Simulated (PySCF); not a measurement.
HCoO: bend–stretch map

Level of theory: UPBE0/[Co def2-TZVP, O def2-TZVP, H def2-TZVP], no relativity, density fitting, PySCF.

Rigid scan from the quintet minimum (Co–H 1.596 Å, Co–O 1.628 Å; H–Co–O 157.7°). Coordinate: rows scale both bonds, columns set the O–Co–H angle. Energies in kJ/mol from the minimum.

Problem. Give the energy map for rows 0.94, 0.97, 1.00, 1.03, 1.06, 1.10 and columns 90, 105, 120, 135, 150, 165, 180.

Solution. 
| scale \ angle | 90 | 105 | 120 | 135 | 150 | 165 | 180 |
| --- | --- | --- | --- | --- | --- | --- | --- |
| 0.94 | 92.3 | 59.4 | 38.2 | 27.0 | 24.7 | 28.2 | 30.7 |
| 0.97 | 71.5 | 40.5 | 20.2 | 8.9 | 5.4 | 6.9 | 8.3 |
| 1.00 | 65.1 | 35.8 | 16.2 | 4.8 | 0.3 | 0.2 | 0.7 |
| 1.03 | 69.3 | 41.4 | 22.1 | 10.6 | 5.4 | 4.5 | 4.5 |
| 1.06 | 80.8 | 53.2 | 34.1 | 22.4 | 16.8 | 15.6 | 15.7 |
| 1.10 | 101.2 | 74.3 | 55.6 | 43.9 | 38.0 | 43.7 | 42.2 |

Problem. And the size of the dipole moment (D) on the same grid?

Solution. 
```json
{"scale \\ angle": "0.94", "90": "3.60", "105": "3.46", "120": "3.08", "135": "2.55", "150": "1.87", "165": "1.08", "180": "0.48"}
{"scale \\ angle": "0.97", "90": "3.84", "105": "3.66", "120": "3.24", "135": "2.67", "150": "1.96", "165": "1.15", "180": "0.59"}
{"scale \\ angle": "1.00", "90": "4.04", "105": "3.81", "120": "3.36", "135": "2.76", "150": "2.02", "165": "1.19", "180": "0.65"}
{"scale \\ angle": "1.03", "90": "4.19", "105": "3.90", "120": "3.42", "135": "2.79", "150": "2.03", "165": "1.20", "180": "0.65"}
{"scale \\ angle": "1.06", "90": "4.27", "105": "3.95", "120": "3.45", "135": "2.80", "150": "2.02", "165": "1.17", "180": "0.61"}
{"scale \\ angle": "1.10", "90": "4.35", "105": "4.03", "120": "3.50", "135": "2.83", "150": "2.03", "165": "1.10", "180": "0.50"}
```

The bond scale of lowest energy on the grid is 1.00 at 90°, 1.00 at 105°, 1.00 at 120°, 1.00 at 135°, 1.00 at 150°, 1.00 at 165°, 1.00 at 180°.

Other spin states or occupations of the open shell can lie lower.

Other isomers or separated fragments may lie lower.

The scan took 63 s on 2 threads of a shared AMD EPYC 9R45 96-Core (Zen 5) host; the process peaked at 0.85 GiB.
